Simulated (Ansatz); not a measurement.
Compare A (`B/C(O)=C(/O)[SiH3]`) with its isomer B (`CBOC1O[SiH2]1`).

Computed with Ansatz on PBE0-D4/def2-TZVP structures; ΔE is electronic, products minus reactants. CBS: MP2 limit from def2 TZ/QZ plus the TZ coupled-cluster correction, frozen cores. Functionals use def2-TZVPP. One conformer a species, not always the lowest.

A:

Z-matrix (Å, degrees):
```
Si
C 1 1.879
H 1 1.497 2 102.2
H 1 1.481 2 113.7 3 -116.1
H 1 1.481 2 113.7 3 116.1
O 2 1.363 1 118.5 3 0.0
C 2 1.361 1 125.2 3 -180.0
H 6 0.962 2 110.4 1 -0.0
O 7 1.360 2 120.4 1 180.0
B 7 1.514 2 118.8 1 -0.0
H 9 0.965 7 108.6 2 0.0
H 10 1.200 7 117.8 2 0.0
H 10 1.193 7 122.5 2 -180.0
```

B:

```xyz
13

C    -1.008    1.040    2.128
B    -0.962    0.130    0.866
O     0.152    0.122    0.089
C     0.239   -0.675   -1.040
O     1.331   -1.611   -0.970
Si    1.642   -0.507   -2.186
H    -0.087    1.601    2.295
H    -1.842    1.747    2.050
H    -1.221    0.438    3.018
H    -1.886   -0.569    0.536
H    -0.708   -1.157   -1.285
H     2.718    0.472   -1.931
H     1.632   -1.033   -3.570
```

**Question.** Which is lower in electronic energy at CCSD(T)/CBS, and by how much? (Estimate.)

**Answer.** Computed: B, by 171.9 kJ/mol.

**Question.** Give E(B) − E(A) in kJ/mol with CCSD/def2-TZVPP, r2SCAN-D4, MP2/def2-TZVPP, ωB97M-V, PBE-D4, CCSD(T)/def2-TZVPP, B2PLYP. (An estimate is asked.)

**Answer.** Computed: CCSD/def2-TZVPP -178.2, r2SCAN-D4 -171.4, MP2/def2-TZVPP -180.8, ωB97M-V -176.9, PBE-D4 -160.4, CCSD(T)/def2-TZVPP -173.3, B2PLYP -175.2. None reverses the order clearly.

Largest T1 diagnostic: 0.015.

The D4 term adds +7.4 kJ/mol with B3LYP and +3.9 kJ/mol with PBE0; it sums over pairs of atoms, weighted by their polarisabilities, and B3LYP, whose exchange is more repulsive, gets the larger term. From PBE to PBE0 (25 % exact exchange), in def2-TZVPP and without D4, E(B) − E(A) moves by −7.2 kJ/mol.

B3LYP here is the variant with VWN-RPA as its local correlation; programs differ in this.
